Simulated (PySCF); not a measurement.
# C₆ coefficients of unlike pairs at r2SCANh

Calculated with PySCF 2.14 from the dipole response of each species, C₆(A,B) = (3/π) ∫ α_A(iu) α_B(iu) du, in atomic units, from isotropic polarisabilities. For ions this is the dispersion term alone; charge-induced terms of lower order in 1/R come first.

```json
{"species": "Ne+", "configuration": "[He] 2s2 2p5 (2P)", "basis": "x2c-TZVPPall with one added diffuse shell each of s, p, d type (6s4p3d1f)", "relativity": "spin-free X2C", "α (bohr³)": "1.333", "C₆ (like pair)": "2.363"}
{"species": "Rh(3+)", "configuration": "[Kr] 4d6 (5D)", "basis": "aug-cc-pVTZ-DK (9s8p6d3f2g)", "relativity": "spin-free X2C", "α (bohr³)": "4.670", "C₆ (like pair)": "21.65"}
{"species": "Tl(3+)", "configuration": "[Xe] 4f14 5d10 (1S)", "basis": "aug-cc-pVQZ-DK3 (10s9p7d4f2g)", "relativity": "spin-free X2C", "α (bohr³)": "5.078", "C₆ (like pair)": "27.47"}
```

**Question.** Estimate C₆ for Rh(3+) with Ne+.

**Answer.** The integral gives 7.099. The combination rule 2 C_A C_B / (C_A α_B/α_A + C_B α_A/α_B) gives 7.076 and the geometric mean 7.152.

No spin-orbit coupling is included.

The other pairs:

```
          pair     C₆
Tl(3+), Rh(3+)  24.37
   Tl(3+), Ne+  8.017
```
